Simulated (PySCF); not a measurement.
SMILES [CH2][Si](C)(C)N(C)C (C₅H₁₄NSi), doublet at its GFN2-xTB optimised geometry (Å):

```
21

C      1.4974     0.1296     0.0000
Si    -0.3540     0.1296     0.0000
C     -1.0270    -0.8358    -1.4941
C     -1.0232     1.9097     0.0000
N     -1.0427    -0.6425     1.4200
C     -1.0304    -2.0745     1.5575
C     -1.0217     0.0179     2.6980
H      2.0756     0.8844     0.5075
H      2.0757    -0.7214    -0.3195
H     -2.0801    -1.0744    -1.3851
H     -0.9134    -0.2512    -2.4005
H     -0.4872    -1.7650    -1.6436
H     -0.4808     2.5387     0.6979
H     -2.0757     1.9502     0.2616
H     -0.9105     2.3529    -0.9834
H     -0.1305    -2.4288     2.0759
H     -1.0722    -2.5387     0.5776
H     -1.9002    -2.3959     2.1383
H     -0.1228    -0.2338     3.2747
H     -1.0541     1.0933     2.5570
H     -1.8931    -0.2881     3.2847
```

Method: PySCF with unrestricted CAM-B3LYP/def2-SVP. Cells within 0.4 Å of a nucleus heavier than hydrogen are left out (blank, or x).

Map of the log10 of the electron density (e/bohr³), floored at −4 on the plane z = 1.2 Å:

```
|000000000000000000000000000|
|000000000000000000000000000|
|000000000000000000000000000|
|000000000122221000000000000|
|000000012234432100000000000|
|000000123455654200000000000|
|000001334567764210000000000|
|000002345567764311110000000|
|000012455566654323332100000|
|000002345556554334443210000|
|000001344555554445654310000|
|000001234556555556665310000|
|000001245677665566654310000|
|000001356888876566554210000|
|0000024579x9876555543210000|
|0000024579xx875444432100000|
|000001357899865433332100000|
|000001356898764322211000000|
|000002357899865321100000000|
|000002457899865320000000000|
|000002356888765320000000000|
|000001345677654310000000000|
|000000234455433100000000000|
|000000012233221000000000000|
|000000000111100000000000000|
|000000000000000000000000000|
|000000000000000000000000000|
```
Scale: ten equal steps from -4.00 (start of '0') to -0.352 (end of '9'), in the order '0123456789'; x runs from -5.00 to 5.00, y from -5.00 (bottom) to 5.00 (top).
